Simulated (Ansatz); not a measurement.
Compare A (`CO[SiH](C)N`) with its isomer B (`C[Si](C)(N)O`).

Isolated molecules relaxed with PBE0-D4/def2-TZVP in Ansatz; ΔE leaves out vibrations. CCSD(T)/CBS adds triple-zeta CCSD(T) − MP2 to the extrapolated MP2 energy (def2 sets, frozen cores). Functionals use def2-TZVPP. B3LYP here is the variant with VWN-RPA as its local correlation; programs differ in this. One conformer a species, not always the lowest.

A:

```xyz
14

C    -1.3856    1.6640   -0.1529
O    -0.8678    0.5044   -0.7527
Si   -0.0663   -0.6596    0.1035
C     1.5885   -0.0228    0.6683
N     0.1728   -2.0632   -0.8362
H    -2.0518    2.1567   -0.8642
H    -0.5906    2.3704    0.1160
H    -1.9611    1.4334    0.7530
H    -0.9337   -1.0164    1.2628
H     2.2369    0.1911   -0.1860
H     1.4786    0.9030    1.2391
H     2.0911   -0.7542    1.3052
H    -0.6160   -2.6170   -1.1286
H     0.9050   -2.0898   -1.5273
```

B:

```xyz
14

C     0.271   -1.654    0.586
Si    0.279    0.073   -0.106
C    -0.871    1.196    0.839
N    -0.194    0.189   -1.756
O     1.861    0.538    0.036
H     0.904   -2.315   -0.011
H     0.653   -1.667    1.610
H    -0.740   -2.070    0.593
H    -1.906    0.845    0.791
H    -0.583    1.236    1.893
H    -0.843    2.217    0.448
H    -1.115    0.509   -2.003
H     0.184   -0.421   -2.462
H     2.101    1.324   -0.457
```

Task: Which isomer does CCSD(T)/CBS put lower? Give the gap. (Best estimate.)

Result: The calculation gave: B, by 25.6 kcal/mol.

Task: Give E(B) − E(A) in kcal/mol with B3LYP, CCSD/def2-TZVPP, r2SCAN-D4, ωB97M-V, B3LYP-D4, CCSD(T)/def2-TZVPP, PBE-D4. (An estimate is asked.)

Result: The calculation gave: B3LYP -23.0, CCSD/def2-TZVPP -24.5, r2SCAN-D4 -25.5, ωB97M-V -25.2, B3LYP-D4 -23.6, CCSD(T)/def2-TZVPP -24.8, PBE-D4 -24.6. None reverses the order clearly.

Largest T1 diagnostic: 0.010.

In def2-TZVPP, CCSD(T) changes the Hartree–Fock value by −3.4 kcal/mol (the triples alone add −0.2 kcal/mol) and MP2 by −5.0 kcal/mol.
